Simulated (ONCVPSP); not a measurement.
## What one change does to a pseudopotential (Al (Z = 13), ONCV)

ONCVPSP 4.0.1 input, shortened (lines: element, Z, core and valence counts, functional; n l f; lmax; l rc ep ncon nbas qcut; lloc lpopt rc5 dvloc0; l nproj debl; icmod fcfact rcfact), Wu-Cohen, non-relativistic:

```
  Al 13.00    3    2  -118130      upf
    1    0    2.00
    2    0    2.00
    2    1    6.00
    3    0    2.00
    3    1    1.00
    1
    0    1.80    0.00    4    7    3.90
    1    2.60    0.00    3    6    3.30
    4    1    1.75    1.00
    0    3    2.80
    1    2    1.00
    3    1.75    1.70
```

Change: functional LDA (Perdew-Zunger).

Cutoffs: the cutoffs (Ha) at which the residual kinetic energy of the hardest occupied pseudo-wave falls to 1 and 0.1 mHa per electron; they do not see the model core or the augmentation charge, which bear on the density cutoff. Errors are all-electron minus pseudo energies relative to the spin-unpolarised reference configuration.

How do hardness, ghosts and transferability respond?

The potential gets neither clearly harder nor softer (5.7 Ha and 7.5 Ha → 5.9 Ha and 7.7 Ha); of the 4 tests that both files solve, the error grows in 0 and shrinks in 3 by more than 15 % and 0.3 meV (median size 11.2 → 4.0 meV); neither file shows a bound ghost.

| quantity | base | changed |
| --- | --- | --- |
| cutoff, loose | 5.7 Ha | 5.9 Ha |
| cutoff, tight | 7.5 Ha | 7.7 Ha |
| loose cutoff by channel | s 5.7 Ha, p 2.0 Ha | s 5.9 Ha, p 2.1 Ha |
| bound ghosts | none | none |
| GHOST(+) flags under 300 eV | s at 230.8 eV | s at 228.7 eV |
| error for 3s2 3p0, meV [ΔE 5.75 → 5.86 eV] | +2.9 | -3.1 |
| error for 3s1 3p0, meV [ΔE 24.91 → 25.20 eV] | -59 | -25 |
| error for 3s2 3p0.5, meV [ΔE 2.08 → 2.13 eV] | +0.8 | -0.5 |
| error for 3s0 3p3, meV [ΔE 10.35 → 10.44 eV] | -20 | +5.0 |
| s: phases at 1.83 bohr within 0.05 rad from the reference energy up to (Ha; the scan ends near 5) | to the end of the scan | to the end of the scan |
| p: phases at 2.65 bohr within 0.05 rad from the reference energy up to (Ha; the scan ends near 5) | 1.9 | 1.8 |
| rms error of d²Exc/dni dnj with the model core, mHa | 1.60 | 0.21 |

Base: The cutoffs count occupied waves only; projector 3 of the s channel, the hardest unoccupied one, needs 65 Ha at the loose tolerance. Changed file: The cutoffs count occupied waves only; projector 3 of the s channel, the hardest unoccupied one, needs 65 Ha at the loose tolerance.
